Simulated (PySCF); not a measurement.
## Correlation energy of Br²⁺ (bromine, charge +2)

[Ar] 3d10 4s1 4p3 5s1, high-spin 6S determinant (an excited configuration). Calculation: PySCF 2.14, in aug-cc-pVDZ-DK; scalar relativity by spin-free X2C-1e. Frozen: [Ar] 3d10; 5 electrons correlated.

```json
{"level": "CCSD", "correlation energy (mhartree)": "-29.90"}
{"level": "(T)", "correlation energy (mhartree)": "-0.14"}
{"level": "CCSD(T)", "correlation energy (mhartree)": "-30.04"}
{"level": "CCSDT", "correlation energy (mhartree)": "-30.08"}
{"level": "FCI", "correlation energy (mhartree)": "-39.85"}
```

Diagnostics: T1 = 0.0046, D1 = 0.0132, largest double amplitude 0.033, weight of the Hartree-Fock determinant in FCI 0.0000 (26334 determinants).

**Question.** Is a single reference adequate?

**Answer.** Yes, within this model without spin-orbit coupling: T1 lies below 0.03 and no double amplitude reaches 0.07.
